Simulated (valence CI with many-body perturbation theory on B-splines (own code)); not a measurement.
# Forbidden lines of Hf²³⁺

Method: valence CI with perturbative core correlation (CI+MBPT): three valence electrons over a frozen Dirac-Fock core [Kr] 4d10, a basis of 8 s, 8 p, 9 d, 9 f, 6 g, 3 h, 2 i functions for each j, with the one-electron correlation potential Σ1 (screened to all orders), the two-electron term Σ2, the three-electron term Σ3, Breit, model QED; selected single and double excitations, second order for the rest (own B-spline code, finite nucleus).

No measured levels were compared; by estimate terms of the open shell hold to a few per cent of their energy, and close levels can change places. Core correlation moves these levels by up to 45000 cm⁻¹, and in measured spectra 5 to 20 % of such shifts remained as error; rates that hang on mixing are uncertain with them.

Lines 1 to 50 of 120 in falling wavelength, among levels below 812180 cm⁻¹, chosen from the decays that carry over 1 % of a level's rate. Wavelengths and rates use the calculated energies, so an error of 2000 cm⁻¹ moves a line at 3505 nm by 70 % and its rate by three times that or more. S is in atomic units (e²a₀⁴ for E2 and M2, e²a₀⁶ for E3), for M1 in squared Bohr magnetons. Weak lines are less certain than strong ones. Lines between different terms over intervals too small for the method are left out, as are lines whose strength nearly cancels. Where a level lies close to another of its J and parity, the split of strength between their lines is uncertain.

Names give the largest LS component (configuration and term), which can be under half, so a name can repeat, a term be missing and a line seem to break the LS rules; names also repeat where a configuration has a term twice. Letters in brackets count levels of one name in rising energy.

```
λ vac (nm)             Upper             Lower  Type   A (s⁻¹)  S (a.u.)
      3505       4f³ ⁴G°_5/2       4f³ ⁴F°_7/2    M1  2.04e-01  1.95e+00
      2247       4f³ ⁴S°_3/2       4f³ ⁴F°_5/2    M1  5.05e-01  8.50e-01
      1997       4f³ ⁴F°_7/2       4f³ ⁴F°_5/2    M1  2.21e+00  5.23e+00
      1803       4f³ ⁴D°_3/2   4f³ ²D°_5/2 [a]    M1  3.78e+00  3.29e+00
      1415       4f³ ⁴G°_7/2       4f³ ⁴G°_5/2    M1  6.13e+00  5.15e+00
      1272       4f³ ⁴G°_5/2       4f³ ⁴F°_5/2    M1  1.32e+00  6.05e-01
      1167      4f³ ²I°_11/2  4f³ ²H°_11/2 [b]    M1  7.26e+00  5.14e+00
      1084       4f³ ⁴F°_7/2   4f³ ²H°_9/2 [a]    M1  7.87e+00  2.97e+00
      1072  4f³ ²H°_11/2 [b]       4f³ ⁴G°_9/2    M1  1.33e+01  7.28e+00
      1018       4f³ ⁴D°_1/2       4f³ ⁴D°_3/2    M1  3.43e+01  2.69e+00
      1008       4f³ ⁴G°_7/2       4f³ ⁴F°_7/2    M1  5.32e+00  1.61e+00
     988.8      4f³ ²I°_13/2      4f³ ²I°_11/2    M1  7.63e+00  3.83e+00
     926.4       4f³ ⁴F°_5/2       4f³ ⁴F°_3/2    M1  3.61e+01  6.39e+00
     907.1      4f³ ²K°_15/2      4f³ ²K°_13/2    M1  1.16e+01  5.12e+00
     850.7       4f³ ⁴F°_9/2       4f³ ⁴F°_7/2    M1  1.97e+01  4.49e+00
     845.6       4f³ ⁴D°_3/2       4f³ ²P°_1/2    M1  5.02e+00  4.50e-01
     819.7       4f³ ⁴G°_9/2       4f³ ⁴F°_9/2    M1  3.44e+00  7.03e-01
     805.5      4f³ ⁴I°_15/2      4f³ ⁴I°_13/2    M1  5.60e+01  1.74e+01
     713.4      4f³ ⁴I°_13/2      4f³ ⁴I°_11/2    M1  1.22e+02  2.30e+01
     712.7       4f³ ⁴G°_9/2       4f³ ⁴G°_7/2    M1  7.83e+01  1.05e+01
     669.8       4f³ ⁴G°_7/2       4f³ ⁴F°_5/2    M1  5.85e+01  5.21e+00
     656.0       4f³ ⁴S°_3/2       4f³ ⁴F°_3/2    M1  3.82e+01  1.60e+00
     637.3       4f³ ⁴D°_3/2   4f³ ²D°_3/2 [a]    M1  1.32e+00  5.05e-02
     628.0   4f³ ²D°_5/2 [b]   4f³ ²D°_3/2 [a]    M1  4.17e+01  2.30e+00
     626.7      4f³ ⁴I°_11/2       4f³ ⁴I°_9/2    M1  1.56e+02  1.70e+01
     625.5   4f³ ²D°_5/2 [b]   4f³ ²G°_7/2 [a]    M1  3.93e+00  2.14e-01
     623.1       4f³ ⁴D°_7/2   4f³ ²D°_5/2 [b]    M1  2.99e+01  2.15e+00
     565.4   4f³ ²G°_9/2 [a]   4f³ ²G°_7/2 [a]    M1  6.37e+01  4.26e+00
     559.0      4f³ ²I°_11/2       4f³ ⁴G°_9/2    M1  4.33e+01  3.36e+00
     545.9  4f³ ²H°_11/2 [b]      4f³ ²K°_13/2    M1  9.63e-01  6.97e-02
     538.6   4f³ ²D°_3/2 [b]   4f³ ²D°_5/2 [a]    M1  2.88e+01  6.66e-01
     536.1       4f³ ⁴G°_5/2       4f³ ⁴F°_3/2    M1  1.66e+01  5.69e-01
     535.3      4f³ ²I°_13/2  4f³ ²H°_11/2 [b]    M1  8.79e+00  7.00e-01
     534.8   4f³ ²G°_7/2 [a]       4f³ ⁴G°_5/2    M1  1.10e+02  5.00e+00
     522.2       4f³ ⁴G°_7/2   4f³ ²H°_9/2 [a]    M1  1.01e+01  4.25e-01
     516.2  4f³ ²H°_11/2 [b]  4f³ ²H°_11/2 [a]    M1  1.25e+01  7.67e-01
     476.6       4f³ ⁴F°_9/2   4f³ ²H°_9/2 [a]    M1  1.26e+02  5.05e+00
     464.6  4f³ ²H°_11/2 [b]       4f³ ⁴F°_9/2    M1  1.04e+00  4.66e-02
     464.0   4f³ ²G°_7/2 [a]       4f³ ⁴F°_7/2    M1  6.61e+01  1.96e+00
     462.0       4f³ ⁴D°_1/2       4f³ ²P°_1/2    M1  1.98e+01  1.45e-01
     458.2       4f³ ⁴D°_7/2   4f³ ²D°_5/2 [a]    M1  7.76e+01  2.21e+00
     457.9   4f³ ²D°_5/2 [a]       4f³ ⁴G°_7/2    M1  2.61e+01  5.57e-01
     451.0   4f³ ²D°_3/2 [a]       4f³ ⁴S°_3/2    M1  1.84e+02  2.50e+00
     434.6   4f³ ²H°_9/2 [a]      4f³ ⁴I°_11/2    M1  3.95e+01  1.20e+00
     432.2  4f³ ²H°_11/2 [a]   4f³ ²H°_9/2 [a]    M1  1.03e+02  3.72e+00
     417.5       4f³ ⁴G°_9/2       4f³ ⁴F°_7/2    M1  1.97e+01  5.32e-01
     402.5   4f³ ²D°_3/2 [b]       4f³ ²P°_1/2    M1  1.15e+02  1.11e+00
     396.0      4f³ ²L°_15/2      4f³ ²K°_15/2    M1  1.21e+02  4.45e+00
     394.7   4f³ ²G°_9/2 [a]  4f³ ²H°_11/2 [a]    M1  3.70e+01  8.45e-01
     391.9       4f³ ⁴D°_1/2   4f³ ²D°_3/2 [a]    M1  4.30e+01  1.92e-01
```
